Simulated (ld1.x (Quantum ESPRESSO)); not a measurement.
# Varying the TM semilocal potential for europium (Eu)

Base potential:

- Element: europium (Eu)
- Generator: ld1.x (Quantum ESPRESSO) 7.5
- Type: norm-conserving Troullier–Martins (semilocal form)
- Functional: PBE
- Relativity: scalar-relativistic
- Frozen core: [Kr] 4d10
- Valence charge: 17
- Reference configuration: 4f6 5s2 5p6 5d1 6s2 6p0
- Partial waves: 5s (bound): rc 1.30 bohr; 5d (bound): rc 2.25 bohr; 4f (bound): rc 1.05 bohr; 5p (bound): rc 2.00 bohr
- Local potential: the p channel
- Core correction: Bessel-smoothed model core inside 0.60 bohr

Occupied shells without a wave of their own: 6s. They enter only through the test configuration that unscreens the potential, and ld1.x also counts them in the model core charge.

Cutoffs, loose and tight: the cutoffs (Ry, on a coarse ladder) from which the occupation-weighted sum of valence levels, in a spherical-Bessel basis at the reference potential, stays within 10 and 1 mRy of its value at 400 Ry. They do not see the model core or the augmentation charge, which bear on the density cutoff. Test errors are all-electron minus pseudo excitation energies from the reference, over the configurations 4f7 5s2 5p6 5d0 6s2 6p0; 4f7 5s2 5p6 5d0 6s1 6p0; 4f7 5s2 5p6 5d0 6s0 6p0; 4f7 5s1 5p6 5d0 6s2 6p0; 4f7 5s2 5p6 5d0 6s1.5 6p0; 4f8 5s2 5p6 5d0 6s0 6p0; 4f7 5s2 5p6 5d0.5 6s1.5 6p0. A dash means not determined; rows that change the core or the reference have their own tests. The largest error is taken over the tests solved by every variant that gives reliable tests at all: 4f7 5s1 5p6 5d0 6s2 6p0; 4f7 5s2 5p6 5d0 6s0 6p0; 4f7 5s2 5p6 5d0 6s1 6p0; 4f7 5s2 5p6 5d0 6s1.5 6p0; 4f7 5s2 5p6 5d0 6s2 6p0; 4f7 5s2 5p6 5d0.5 6s1.5 6p0.

With those shells counted twice in exchange and correlation these files are broken, and their errors move erratically; no question is asked of them.

Cutoffs are not given where the Bessel-basis levels miss the radial ones by over 6 mRy, ghosts where they miss by over 20 mRy; a channel whose overlap is not positive is not tested.

A semilocal file is local in each channel, so a ghost entry of none says nothing of the separable form that plane-wave codes build from it.

```tsv
change	outcome	bound ghosts	largest test error (meV)
base	generated	none	-994
all radii but the core radius scaled by about 0.77 (s 1.00, p 1.54, d 1.74, f 0.82 bohr)	generated, misses its reference levels by 0.33 eV	not determined	-1602
all radii but the core radius scaled by about 0.82 (s 1.08, p 1.64, d 1.86, f 0.86 bohr)	generated	not determined	-1164
all radii but the core radius scaled by about 0.93 (s 1.20, p 1.86, d 2.08, f 0.98 bohr)	generated	none	-1035
all radii but the core radius scaled by about 1.05 (s 1.36, p 2.10, d 2.36, f 1.10 bohr)	generated	not determined	-975
all radii but the core radius scaled by about 1.16 (s 1.52, p 2.32, d 2.62, f 1.22 bohr)	generated	not determined	-981
all radii but the core radius scaled by about 1.21 (s 1.58, p 2.42, d 2.72, f 1.28 bohr)	generated	not determined	-1024
all radii but the core radius scaled by about 1.33 (s 1.72, p 2.66, d 2.98, f 1.40 bohr)	generated, misses its reference levels by 0.18 eV	not determined	-1171
all radii but the core radius scaled by about 1.37 (s 1.78, p 2.74, d 3.08, f 1.44 bohr)	generated, misses its reference levels by 0.26 eV	not determined	-1371
```
